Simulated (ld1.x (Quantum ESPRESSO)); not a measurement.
Ranking TM semilocal potentials for Cr (Z = 24)

All share these settings but for the change named:

ld1.x (Quantum ESPRESSO) 7.5 input, shortened:

```
&input
   title='Cr', zed=24., rel=1, dft='PBESOL', iswitch=3,
   config='[Ar] 3d4 4s2 4p0'
 /
 &inputp
   pseudotype=1, tm=.true., lloc=1,
   nlcc=.true., new_core_ps=.true.
 /
3
4S  1  0   2.00   0.00  2.65  2.65  0.0
3D  3  2   4.00   0.00  1.25  1.25  0.0
4P  2  1   0.00   0.00  3.60  3.60  0.0
 &test
   configts(1)='3d4 4s2 4p0'
 /
```

Cutoff: the first of the cutoffs (Ry, on a coarse ladder) from which the occupation-weighted sum of valence levels, in a spherical-Bessel basis at the reference potential, stays within 10 and 1 mRy of its value at 400 Ry; the density cutoff is not measured.

The base gives 120 Ry.

Of 11 variants that were run, those that failed, showed a ghost or another fault, or gave nearly equal values are left out.

In the semilocal form every listed channel keeps its own potential, so the choice of the local channel does not act on these tests. It acts once the file is put into the separable form.

A variant can come out equal or close to the base.

Q: Rank these variants from softest to hardest (loose cutoff).
A. all radii but the core radius scaled by about 0.88 (s 2.34, p 3.18, d 1.10 bohr)
B. wave 3d (bound): rc 1.25 bohr becomes 3d (bound): rc 0.84 bohr
C. local potential the d channel

A: C (120 Ry), A (160 Ry), B (230 Ry).
